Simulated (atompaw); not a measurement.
# Before and after: PAW (atompaw) potential for fluorine

- Element: F
- Generator: atompaw 4.2.0.5
- Type: PAW
- Functional: PBE
- Relativity: non-relativistic
- Frozen core: [He]
- Valence charge: 7
- Reference configuration: 2s2 2p5
- Partial waves: 2s (bound): rc 1.60 bohr; 2s channel at -1.8 Ry: rc 0.70 bohr; 2p (bound): rc 1.60 bohr; 2p channel at -0.2 Ry: rc 1.60 bohr
- Local potential: bessel scheme, radius 1.55 bohr
- Core correction: smooth core density matched at 1.10 bohr
- Augmentation charge: sinc compensation charge, radius 1.45 bohr; PAW radius 1.60 bohr; waves and projectors: custom rrkj gramschmidtortho

All-electron outer shells of the reference configuration (PBE, non-relativistic, ld1.x):

```csv
shell,level (eV),outermost node (bohr),outermost maximum (bohr)
2s,-29.82,0.24,0.76
2p,-11.12,–,0.71
```

Change: local potential vpsmatchnc scheme with l = 2 at 0 Ry, radius 1.55 bohr.

Cutoffs: the cutoffs (Ry, on a coarse ladder) from which the occupation-weighted sum of valence levels, in a spherical-Bessel basis at the reference potential, stays within 10 and 1 mRy of its value at 400 Ry; they do not see the model core or the augmentation charge, which bear on the density cutoff.

Task: What does the change do?

Result: The potential gets neither clearly harder nor softer (30 Ry and 45 Ry → 30 Ry and 45 Ry); the s channel binds one level more than in the base; the range in which the s phases agree narrows (upper end 3.6 → -1.2); neither file shows a bound ghost.

| quantity | base | changed |
| --- | --- | --- |
| cutoff, loose | 30 Ry | 30 Ry |
| cutoff, tight | 45 Ry | 45 Ry |
| bound ghosts | none | none |
| s: phases at 1.61 bohr within 0.05 rad from the reference energy up to (Ry; the scan ends near 5) | 3.6 | -1.2 |
| p: phases at 1.61 bohr within 0.05 rad from the reference energy up to (Ry; the scan ends near 5) | 4.6 | 4.7 |
| lowest overlap eigenvalue by channel | s 0.15, p 1.00 | s 0.17, p 1.00 |

 The cutoffs see the waves, projectors and local potential, not the compensation charge or the core.
